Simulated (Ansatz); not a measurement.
Geometry optimisation, Ansatz, RKS PBE/def2-SVP.

Input:

```yaml
crystal:
  periodic: [false, false, false]
  atoms:
    - { symbol: B, position_ang: [0.010808, -0.181836, -0.176535] }
    - { symbol: H, position_ang: [-0.002901, -0.605482, 0.951333] }
    - { symbol: "N", position_ang: [1.251567, -0.091503, -0.850637] }
    - { symbol: H, position_ang: [2.127896, -0.184905, -0.34241] }
    - { symbol: H, position_ang: [1.368724, 0.303034, -1.78372] }
    - { symbol: "N", position_ang: [-1.252515, 0.110672, -0.79381] }
    - { symbol: H, position_ang: [-2.124519, -0.198078, -0.368544] }
    - { symbol: H, position_ang: [-1.344193, 0.319414, -1.788238] }
    - { symbol: O, position_ang: [-0.314787, 1.996355, 1.245933] }
    - { symbol: H, position_ang: [-0.903897, 1.813502, 0.483337] }
    - { symbol: H, position_ang: [-0.296083, 1.095127, 1.654691] }
basis:
  gaussian: { orbitals: def2-SVP }
hamiltonian:
  xc: pbe
relax:
  f_tol: 0.03
  max_steps: 50
output:
  orbitals: {}
```

Launched with:

```bash
$ ansatz run input.yaml --threads 2 --pin off --max-ram 3072MiB --backend cpu --events-out ev --progress --plain --runs-dir out
```

Problem. Where does it end, and by what steps?

Solution. The run converged. After 11 steps the energy has fallen by 0.135 eV; H11 moved furthest, 0.75 Å.

| step | energy less start (eV) | largest force component (eV/Å) | accepted |
| --- | --- | --- | --- |
| 0 | 0.0000 | 0.650 | yes |
| 1 | -0.0633 | 0.925 | yes |
| 2 | -0.0895 | 0.257 | yes |
| 3 | -0.0961 | 0.272 | yes |
| 4 | -0.1162 | 0.288 | yes |
| 5 | -0.0736 | 1.620 | no |
| 6 | -0.1270 | 0.111 | yes |
| 7 | -0.1337 | 0.041 | yes |
| 8 | -0.1342 | 0.038 | yes |
| 9 | -0.1326 | 0.292 | no |
| 10 | -0.1349 | 0.054 | yes |
| 11 | -0.1351 | 0.012 | yes |

```xyz
11
Properties=species:S:1:pos:R:3
B 0.068 -0.396 -0.266
H 0.072 -1.041 0.769
N 1.288 -0.168 -0.937
H 2.180 -0.422 -0.519
H 1.383 0.405 -1.775
N -1.194 0.101 -0.736
H -2.066 -0.277 -0.368
H -1.312 0.532 -1.655
O -0.493 2.268 1.192
H -0.878 1.652 0.526
H -0.529 1.724 2.000
```

The run took 18 s on 2 threads of Arm Neoverse V1, on a shared host, peak memory 0.12 GiB.
